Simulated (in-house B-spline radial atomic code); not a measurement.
## The neon ion Ne³⁺: [He] 2s1 2p3 3p1 (an excited or competing configuration)

Computed with a radial B-spline atomic code at the basis-set limit: non-relativistic HSE06, spin-polarised, spherical fractional occupations, exact exchange averaged over the configuration, point nucleus.

Z_r = [3n² - l(l+1)]/(2<r>); Z_e = n√(-2ε); the last column is Slater's effective charge. Values are occupation-weighted means over spin.

```csv
shell,electrons,ε (eV),<r> (bohr),Z_r,Z_e,Slater
1s,2,-947.27,0.1577,9.51,8.34,9.70
2s,1,-125.96,0.7625,7.87,6.09,7.25
2p,3,-102.8,0.7085,7.06,5.50,7.25
3p,1,-29.331,2.312,5.41,4.40,4.60
```

The least bound orbital is 3p up at -29.33 eV, and it is also the most diffuse (<r> = 2.312 bohr).
